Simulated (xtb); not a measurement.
Br$_{2}$Hg, triplet, at a GFN2-xTB geometry (such geometries of metal compounds can be far from the true shape) (a higher spin typed on purpose: for a closed-shell molecule this is an excited state); GFN1-xTB in xtb 6.7.1.

xtb was given this input:
```
$ xtb mol.xyz --gfn 1 --uhf 2 --etemp 1000 --json

# file mol.xyz
3

Hg     0.93291155     0.23510093     0.18600654
Br    -1.24373165     1.56232255    -1.63638007
Br    -0.88863761    -2.09969611     1.21122227
```

Q: Predict the main parts of the log of this xtb run.

A: 
```
   ID    Z sym.   atoms
    1   80 Hg     1
    2   35 Br     2, 3

           -------------------------------------------------
          |                Calculation Setup                |
           -------------------------------------------------

molecular fragmentation (1/2 indicates fragments):
112
# atoms in fragment 1/2:     2     1
 fragment masses (1/2) :      280.50       79.90
CMA distance (Bohr)    :   6.321
constraining FC (au)   :  0.0500

           -------------------------------------------------
          |                 G F N 1 - x T B                 |
           -------------------------------------------------

          ...................................................
          :                      SETUP                      :
          :.................................................:
          :  # basis functions                  24          :
          :  # atomic orbitals                  22          :
          :  # shells                            8          :
          :  # electrons                        16          :
          :  # halogen bonds                     0          :
          :  max. iterations                   250          :
          :  Hamiltonian                  GFN1-xTB          :
          :  restarted?                      false          :
          :  GBSA solvation                  false          :
          :  PC potential                    false          :
          :  electronic temp.         1000.0000000     K    :
          :  accuracy                    1.0000000          :
          :  -> integral cutoff          0.2500000E+02      :
          :  -> integral neglect         0.1000000E-07      :
          :  -> SCF convergence          0.1000000E-05 Eh   :
          :  -> wf. convergence          0.2000000E-04 e    :
          :  Broyden damping             0.4000000          :
          :  net charge                          0          :
          :  unpaired electrons                  2          :
          ...................................................

 iter      E             dE          RMSdq      gap      omega  full diag
   1     -8.4995279 -0.849953E+01  0.522E+00    4.39       0.0  T
   2     -8.5908004 -0.912725E-01  0.674E-01    6.15       1.0  T
   3     -8.5910575 -0.257171E-03  0.297E-01    6.11       1.0  T
   4     -8.5910539  0.360031E-05  0.918E-02    6.13       1.0  T
   5     -8.5902316  0.822366E-03  0.328E-01    6.12       1.0  T
[...]
         :: total energy              -8.592142176246 Eh    ::
[...]
         9        1.0000           -0.4049371             -11.0189 (HOMO)
        10                         -0.1799137              -4.8957 (LUMO)
        11                         -0.1430593              -3.8928
        12                         -0.1377195              -3.7475
        13                         -0.1033560              -2.8125
        14                         -0.1027627              -2.7963
        15                         -0.1018475              -2.7714
        16                         -0.1013145              -2.7569
        17                         -0.1004636              -2.7338
        18                         -0.0974663              -2.6522
        19                         -0.0949941              -2.5849
        20                         -0.0739474              -2.0122
       ...                                ...                  ...
        22                          0.0200858               0.5466
      -------------------------------------------------------------
                  HL-Gap            0.2250234 Eh            6.1232 eV
             Fermi-level           -0.3697312 Eh          -10.0609 eV

  Mulliken/CM5 charges         n(s)   n(p)   n(d)
     1Hg    0.10756  0.12030   1.636  0.256  0.000
     2Br   -0.05378 -0.06015   1.989  5.055  0.009
     3Br   -0.05378 -0.06015   1.989  5.055  0.009

Wiberg/Mayer (AO) data.
largest (>0.10) Wiberg bond orders for each atom

 ---------------------------------------------------------------------------
     #   Z sym  total        # sym  WBO       # sym  WBO       # sym  WBO
 ---------------------------------------------------------------------------
     1  80 Hg   0.910 --     2 Br   0.455     3 Br   0.455
     2  35 Br   0.624 --     1 Hg   0.455     3 Br   0.169
     3  35 Br   0.624 --     1 Hg   0.455     2 Br   0.169
 ---------------------------------------------------------------------------

Topologies differ in total number of bonds
Writing topology from bond orders to xtbtopo.mol

 dipole moment from electron density (au)
     X       Y       Z
   0.5079   0.1280   0.1013  total (Debye):    1.356

           -------------------------------------------------
          | TOTAL ENERGY               -8.592142176246 Eh   |
          | GRADIENT NORM               0.013713855971 Eh/α |
          | HOMO-LUMO GAP               6.123198067433 eV   |
           -------------------------------------------------

normal termination of xtb
```
